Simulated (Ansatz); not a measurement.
# Match the barriers

Saddle point of GaSiH₅O, closed shell (GaSiH₅O ([OH][GaH][SiH3]) → GaHO ([O][GaH]) + SiH₄; bonds formed: Si2–H4; bonds broken: Ga1–Si2, O3–H4), PBE0-D4/def2-TZVP structure:

```xyz
8
angstrom
Ga -1.4855 0.9266 0.0836
Si 0.9702 -0.5729 0.0096
O -1.7263 0.2353 -1.4457
H -0.4664 -0.2573 -0.9637
H -1.5756 1.6996 1.4059
H 2.1771 -0.1672 -0.7599
H 1.0457 -2.0202 0.3459
H 1.0610 0.1560 1.3242
```

Program: Ansatz 0.2.0. Basis: def2-TZVPP, with def2-QZVPP for the basis limit. Cores are frozen in the correlated methods. Filled d shells of the heavier atoms are correlated. The def2 sets are not built for correlating such inner shells, so the correlated values are less sure here. Extrapolation: Hartree–Fock as exp(−7.88 √X), correlation as X^−2.97. Four methods, as single points on the PBE0-D4 structures, gave these electronic barriers from the start structure: 266.6, 304.0, 342.5, 398.2 kJ/mol.

Task: The methods were, in alphabetical order, BHLYP-D4, HF, PBE-D4, PBE0-D4. Which gave which? (A judgement: the text doesn't fix the answer.)

Result: By the calculation: PBE-D4 266.6; PBE0-D4 304.0; BHLYP-D4 342.5; HF 398.2 kJ/mol. For comparison, CCSD(T) at an estimated basis limit (MP2 extrapolated from triple and quadruple zeta, plus CCSD(T) − MP2 in triple zeta) gives 311.1 kJ/mol.

T1 diagnostic: at most 0.026. The T1 diagnostic is large here, which may signal multireference character or strong orbital relaxation, so CCSD(T) is less sure.

Labels in which every atom is bracketed show which atoms are joined, not bond orders.

For scale, one of the runs: CCSD(T)/def2-TZVPP, 191 basis functions, launched by `ansatz run in.yaml --threads 4 --pin off --events-out ev --progress --plain --max-ram 9574MiB`. Time: 55 s of wall clock on 4 CPU threads of an Intel Xeon; the host was shared. Peak host memory: 2 GiB.
